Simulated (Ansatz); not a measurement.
CHBINO. The species carries charge 0 and has multiplicity 1. I: def2 effective core potential. The bonds changed during the relaxation, so this is another structure than the one it started from.

| atom | x (Å) | y (Å) | z (Å) |
| --- | --- | --- | --- |
| I1 | 1.032 | -1.108 | 2.385 |
| B2 | 0.242 | -0.278 | 0.645 |
| N3 | -0.999 | 0.466 | 0.293 |
| C4 | -0.407 | 0.412 | -0.834 |
| O5 | 0.804 | -0.273 | -0.662 |
| H6 | -0.671 | 0.781 | -1.826 |

(1) What are the harmonic wavenumbers in cm⁻¹ at PBE0-D4/def2-TZVP (Ansatz, finite differences of forces, unscaled)? (Estimate.)

(2) Is this a minimum?

(3) Give the ideal-gas thermochemistry at 298.15 K and 1 bar (rigid rotor, harmonic oscillator; point group Cs, symmetry number 1).

(4) And at 400, 500, 600, 800 and 1000 K?

## Answers

(1) Computed: 102, 237, 317, 560, 703, 931, 988, 1077, 1195, 1318, 1628, 3155.

(2) Yes, all 12 modes are real.

(3) Zero-point energy 73.1 kJ/mol; H(298) − E = 88.4 kJ/mol; entropy 319.1 J/(mol·K), of which translation 173.7, rotation 113.0, vibration 32.5; G(298) − E = -6.7 kJ/mol.

(4) 
```csv
T (K),H − E (kJ/mol),S (J/mol/K),G − E (kJ/mol)
400,96.2,341.5,-40.4
500,104.8,360.7,-75.5
600,114.3,378.0,-112.5
800,135.0,407.7,-191.2
1000,157.3,432.6,-275.3
```
